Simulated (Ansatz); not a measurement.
# What each rung costs, and what it gives

The pair of CH₃F (SMILES CF, atoms 1–5) and H₂Te (SMILES [TeH2], atoms 6–8), both closed shells, in one local arrangement (a lower one may exist), relaxed at PBE0-D4/def2-TZVP:

| atom | x (Å) | y (Å) | z (Å) |
| --- | --- | --- | --- |
| C1 | -0.0529 | -0.0306 | -1.4810 |
| F2 | -0.4097 | -0.0141 | -2.8121 |
| H3 | 0.1160 | -1.0626 | -1.1667 |
| H4 | -0.8576 | 0.4081 | -0.8874 |
| H5 | 0.8626 | 0.5492 | -1.3465 |
| Te6 | 0.8717 | -0.0357 | 2.4103 |
| H7 | -0.1396 | 1.2600 | 2.6103 |
| H8 | -0.3906 | -1.0744 | 2.6730 |

Interaction energies are counterpoise-corrected; the time is that of the whole pair.

Ansatz 0.2.0; basis: as named in each row; cores frozen in the correlated methods. Filled d shells of the heavier atoms are correlated. Core potentials replace the inner electrons of the atoms past krypton. The def2 sets are not built for correlating such inner shells, so the correlated values are less sure here. B3LYP uses VWN-RPA correlation. Extrapolation: Hartree–Fock as exp(−7.88 √X), correlation as X^−2.97.

Times are rough, for one single point on 4 threads of a shared host (AMD EPYC 7R43).

The estimate by CCSD(T) at an estimated basis limit (MP2 extrapolated from triple and quadruple zeta, plus CCSD(T) − MP2 in triple zeta) is -1.14 kcal/mol.

```json
{"method": "SPW92", "basis": "def2-SVP", "time (s)": "under 1", "interaction energy (kcal/mol)": "-1.74", "method less estimate": "-0.60"}
{"method": "PBE-D4", "basis": "def2-SVP", "time (s)": "under 1", "interaction energy (kcal/mol)": "-1.39", "method less estimate": "-0.26"}
{"method": "PBE0-D4", "basis": "def2-SVP", "time (s)": "1", "interaction energy (kcal/mol)": "-1.33", "method less estimate": "-0.19"}
{"method": "PBE-D4", "basis": "def2-TZVPPD", "time (s)": "2", "interaction energy (kcal/mol)": "-1.45", "method less estimate": "-0.31"}
{"method": "revPBE-D4", "basis": "def2-TZVPPD", "time (s)": "2", "interaction energy (kcal/mol)": "-1.17", "method less estimate": "-0.03"}
{"method": "BLYP-D4", "basis": "def2-TZVPPD", "time (s)": "2", "interaction energy (kcal/mol)": "-1.06", "method less estimate": "0.08"}
{"method": "PBE0-D4", "basis": "def2-TZVPPD", "time (s)": "2", "interaction energy (kcal/mol)": "-1.32", "method less estimate": "-0.18"}
{"method": "CCSD(T)", "basis": "def2-SVP", "time (s)": "3", "interaction energy (kcal/mol)": "-0.36", "method less estimate": "0.78"}
{"method": "B3LYP-D4", "basis": "def2-TZVPPD", "time (s)": "3", "interaction energy (kcal/mol)": "-1.17", "method less estimate": "-0.03"}
{"method": "HSE06-D4", "basis": "def2-TZVPPD", "time (s)": "3", "interaction energy (kcal/mol)": "-1.33", "method less estimate": "-0.19"}
{"method": "wB97M-V", "basis": "def2-SVP", "time (s)": "3", "interaction energy (kcal/mol)": "-1.06", "method less estimate": "0.08"}
{"method": "r2SCAN-D4", "basis": "def2-TZVPPD", "time (s)": "3", "interaction energy (kcal/mol)": "-1.04", "method less estimate": "0.10"}
{"method": "B2PLYP", "basis": "def2-TZVPPD", "time (s)": "6", "interaction energy (kcal/mol)": "-0.42", "method less estimate": "0.72"}
{"method": "wB97X-V", "basis": "def2-TZVPPD", "time (s)": "6", "interaction energy (kcal/mol)": "-1.15", "method less estimate": "-0.01"}
{"method": "B97M-V", "basis": "def2-TZVPPD", "time (s)": "7", "interaction energy (kcal/mol)": "-1.12", "method less estimate": "0.01"}
{"method": "wB97M-V", "basis": "def2-TZVPPD", "time (s)": "7", "interaction energy (kcal/mol)": "-1.14", "method less estimate": "0.00"}
{"method": "MP2", "basis": "def2-QZVPPD", "time (s)": "15", "interaction energy (kcal/mol)": "-1.15", "method less estimate": "-0.01"}
{"method": "CCSD(T)", "basis": "def2-TZVPPD", "time (s)": "130", "interaction energy (kcal/mol)": "-0.95", "method less estimate": "0.19"}
```

No T1 diagnostic of these runs exceeds 0.011.
